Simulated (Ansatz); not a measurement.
Mulliken charges of `[NH2][Al]1[NH][B]1Cl` from ωB97M-V/def2-TZVPP in Ansatz (PBE0-D4/def2-TZVP geometry).

| atom | x (Å) | y (Å) | z (Å) | charge (e) |
| --- | --- | --- | --- | --- |
| N1 | -0.467 | 1.944 | 0.501 | -0.359 |
| Al2 | 0.126 | 0.292 | 0.389 | 0.105 |
| N3 | -0.069 | -1.031 | -0.836 | -0.306 |
| B4 | 0.741 | -1.578 | 0.167 | 0.382 |
| Cl5 | 1.466 | -3.159 | 0.328 | -0.138 |
| H6 | -1.051 | 2.396 | -0.185 | 0.113 |
| H7 | -0.270 | 2.573 | 1.262 | 0.114 |
| H8 | -0.383 | -1.493 | -1.682 | 0.089 |

Problem. By hand: the dipole of these point charges (1 e Å = 4.8032 D).

Solution. Σ q r = (0.099, -0.087, 0.109) e Å, of length 0.171 e Å = 0.82 D.

Problem. How does the dipole of the full density compare? (Estimate.)

Solution. Computed: (-0.329, 0.641, -0.124) e Å, 3.51 D; the point charges give 0.23 times that, at 145° from its direction, so they point the opposite way.

Point charges leave out the atoms' own dipoles, such as those of lone pairs, and Mulliken's split depends on the basis, so the two needn't agree.
